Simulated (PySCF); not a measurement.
**C3GaN3: core ionisation energies**

Ga(CN)3, C3GaN3.
Geometry (PBE0-D3(BJ)/def2-SVP, Å), atoms numbered from 1 in this order:
```xyz
7
C3GaN3 angstrom
Ga     0.0080   -0.0138   -0.0086
C      1.9193   -0.0030   -0.0124
N      3.0795    0.0035   -0.0148
C     -0.9538    1.6378   -0.0353
N     -1.5332    2.6428   -0.0519
C     -0.9303   -1.6787    0.0188
N     -1.4976   -2.6907    0.0356
```

Method: PySCF, delta-SCF UKS SCAN, pcX-2 on the ionised atom, pcseg-1 elsewhere, spin-free X2C. Binding energies are ΔSCF values: E(core-ionised, relaxed orbitals) − E(ground state) at a fixed geometry, referred to the vacuum level.

Question: What binding energy does each computed site have?

Answer: 
```tsv
atom(s)	bonded to	level	binding energy (eV)	count
C2/C4/C6	N and Ga	C 1s	292.88	3
N3/N5/N7	C	N 1s	406.47	3
```

Question: Which effective nuclear charge Zeff reproduces each element's mean 1s value in the hydrogen-like formula E = 13.606 eV × Zeff²?

Answer: C (Z = 6): mean 292.9 eV, Zeff = 4.64, Z − Zeff = 1.36; N (Z = 7): mean 406.5 eV, Zeff = 5.47, Z − Zeff = 1.53. Means run over the listed sites, weighted by atom count.

The first atom of each set that the bonding makes equivalent was ionised and stands for the set. No level of gallium is listed. Geometry: PBE0-D3(BJ)/def2-SVP; no solvent, vibrations or thermal averaging.

Time: 22 s; peak memory 0.40 GiB. Hardware: Intel Xeon at 2.50 GHz, one thread, on a shared host.
